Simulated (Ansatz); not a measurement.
Job for Ansatz (an electronic-structure program): U-wB97X-V/def2-TZVPP on H2OSn (SMILES [OH][SnH]), a point of a bond scan (R = 3.155 Å). Elements past Kr take the def2 small-core potentials; no spin–orbit coupling.

Ansatz 0.2 input:
```yaml
crystal:
  periodic: [false, false, false]
  atoms:
    - {symbol: Sn, position_ang: [-0.18386056, -0.15025870, 0.19526245]}
    - {symbol: H, position_ang: [-2.40871744, 0.13848763, -2.02267119]}
    - {symbol: O, position_ang: [1.21528417, 0.79939053, -0.86933130]}
    - {symbol: H, position_ang: [0.92596202, 1.10307134, -1.73634394]}
basis:
  gaussian:
    orbitals: def2-TZVPP
hamiltonian:
  xc: {name: wB97X-V}
magnetization: {spin_polarized: true, initial_magnetization: 0}
```

Output:

```
WARN ansatz: RAYON_NUM_THREADS=1 ignored (pool sized by the plan → 1); use --threads N
Functional definition: wB97X-V
integrals: 0.04 GiB planned
701 factors; their error is unknown
integrals: 0.07 GiB planned
156 factors; integrals over basis functions are off by at most 2.9e-5 eV
mean field: 0.52 GiB planned
mean field evaluation 1: about -7901.8264 eV, gradient 3.9e1 eV
mean field evaluation 2: about -7891.3302 eV, gradient 6.7e1 eV
mean field evaluation 4: about -7908.1058 eV, gradient 1.6e0 eV
mean field evaluation 8: about -7908.1260 eV, gradient 4.6e-2 eV
mean field evaluation 16: about -7908.1831 eV, gradient 1.7e-4 eV
mean field evaluation 32: about -7908.3698 eV, gradient 1.4e-5 eV
mean field evaluation 64: about -7908.3692 eV, gradient 1.4e-2 eV
mean field -7908.36978720 eV, -290.6272291938 hartree, gradient 1.4e-5 eV, S^2 0.560101; 4 other end points of the search recorded, 0 dependent functions left out
reference -7908.36978664 eV, -290.6272291736 hartree; 16, 16 occupied and 93, 93 virtual orbitals, 701 factors
Total energy: -7908.36978664 eV, -290.6272291736 hartree
```

The calculation finished and met its thresholds. Its determinant has ⟨S²⟩ = 0.56, a mixture of spin states.

Cost: around 17 core-seconds (rough).
